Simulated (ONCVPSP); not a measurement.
## selenium, ONCV: configuration errors across variants

* Element: Se (Z = 34)
* Generator: ONCVPSP 4.0.1
* Type: optimised norm-conserving Vanderbilt (ONCV)
* Functional: PBE
* Relativity: scalar-relativistic
* Frozen core: [Ar] 3d10
* Valence charge: 6
* Reference configuration: 4s2 4p4
* Partial waves: 4s: rc 1.60 bohr, ncon 4, nbas 7, qcut 4.7 1/bohr, 2 projectors, debl 0.6 Ha; 4p: rc 1.60 bohr, ncon 3, nbas 6, qcut 4.4 1/bohr, 2 projectors, debl 2.3 Ha; d scattering state at 0.3 Ha: rc 1.70 bohr, ncon 4, nbas 8, qcut 6.6 1/bohr, 2 projectors, debl 2 Ha
* Local potential: polynomial inside 1.10 bohr (lpopt 5, dvloc0 4 Ha)
* Core correction: none

In the s channel the program set the typed energies aside and used -0.635, 0.250 Ha.

All-electron excitation energies from the reference (eV): (1) 4s2 4p3 10.845; (2) 4s2 4p2 31.194; (3) 4s2 4p1 62.062; (4) 4s2 4p3.5 4.310.

2 further variants failed, have other tests or another functional or relativity, and are left out.

A true bound ghost makes a file unfit for plane-wave use even where its test errors are small: the radial tests pick states by their node count and pass the ghost by.

Errors AE − PS in meV (a dash: test not solved or not reliable):

```csv
change,(1),(2),(3),(4),bound ghosts,GHOST(+) flags above zero
base,-4.5,-24,-65,-1.0,d,s
"core correction Teter function, fcfact 4.25, rcfact 1.3",-2.4,-16,-59,-0.6,d,s
s: rc 2.32,-3.6,-17,-36,-0.9,d,s
s: debl 4.8,-4.5,-24,-64,-1.0,d,s
```

(1) Give the same row for: s: rc 2.14.

## Answers

(1) -4.0, -20, -50, -1.0; bound ghosts: d; GHOST(+) flags above zero: s.
